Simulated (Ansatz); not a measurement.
Reaction (ligand exchange at a B–C bond): `BCBF` + `OCF` → `BOCF` + `CBF`

Computed with Ansatz on PBE0-D4/def2-TZVP structures; ΔE is electronic, products minus reactants. CCSD(T)/CBS adds triple-zeta CCSD(T) − MP2 to the extrapolated MP2 energy (def2 sets, frozen cores). This one scheme is used for every species. Functionals use def2-TZVPP. One conformer a species, not always the lowest.

`BCBF`:

Z-matrix (Å, degrees):
```
C
B 1 1.558
B 1 1.549 2 109.3
H 1 1.091 2 112.0 3 128.2
H 1 1.102 2 102.7 3 -112.0
F 2 1.325 1 119.9 3 -111.3
H 2 1.199 1 123.3 3 68.3
H 3 1.198 1 120.0 2 -64.3
H 3 1.196 1 121.3 2 114.2
```

`OCF`:

```xyz
6

O    -0.325   -0.614   -0.829
C     0.112    0.319    0.073
F     1.168   -0.167    0.819
H    -0.767   -1.327   -0.359
H    -0.661    0.613    0.792
H     0.473    1.177   -0.495
```

`BOCF`:

Z-matrix (Å, degrees):
```
C
O 1 1.389
F 1 1.363 2 108.8
H 1 1.095 2 111.1 3 119.0
H 1 1.092 2 108.4 3 -117.3
B 2 1.350 1 121.3 3 -102.0
H 6 1.201 2 119.7 1 -2.8
H 6 1.193 2 116.8 1 178.0
```

`CBF`:

Z-matrix (Å, degrees):
```
C
B 1 1.553
H 1 1.096 2 109.6
H 1 1.091 2 114.0 3 122.5
H 1 1.096 2 109.7 3 -114.9
F 2 1.327 1 120.6 3 -122.2
H 2 1.202 1 123.5 3 57.8
```

```csv
species,BHLYP-D4 energy (Eh)
`BCBF`,-190.68933
`OCF`,-214.96881
`BOCF`,-240.44583
`CBF`,-165.26060
```

Task: Work out ΔE.

Result: ΔE = (-240.44583) + (-165.26060) − (-190.68933) − (-214.96881) = -0.04829 Eh = -126.8 kJ/mol. CCSD(T)/CBS gives -120.6 kJ/mol.

Largest T1 diagnostic among the species: 0.013.

Leaving LDA and LC-ωPBE aside and taking each functional with its dispersion term where it has one, the values, not all of them listed here, spread over 14.4 kJ/mol, from CAM-B3LYP-D4 to revPBE-D4. LDA lies −3.8 kJ/mol from PBE without D4. At CCSD(T), def2-SVP lies −14.4 kJ/mol from the extrapolated value and def2-TZVPP −2.0 kJ/mol.
